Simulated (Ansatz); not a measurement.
Cs2I2. Charge 0, multiplicity 1. Geometry relaxed at B3LYP-D4/def2-SVP.

```xyz
4

Cs    1.1804    0.7862    2.0898
Cs   -1.1803   -0.7860   -2.0896
I     1.1611    1.9028   -1.3719
I    -1.1612   -1.9030    1.3716
```

In the def2 sets Cs, I take a core potential; there is no spin–orbit coupling. The structure comes from a short search, and lower isomers may exist.

Question: Estimate the harmonic wavenumbers at RKS B3LYP-D4/def2-SVP (Ansatz, unscaled). Is this a minimum?

Answer: 22, 34, 74, 83, 85, 85 cm⁻¹. Yes, no mode is imaginary beyond noise. Zero-point energy 2.3 kJ/mol. It took 32 s on 4 threads of Arm Neoverse V2 on a shared host.
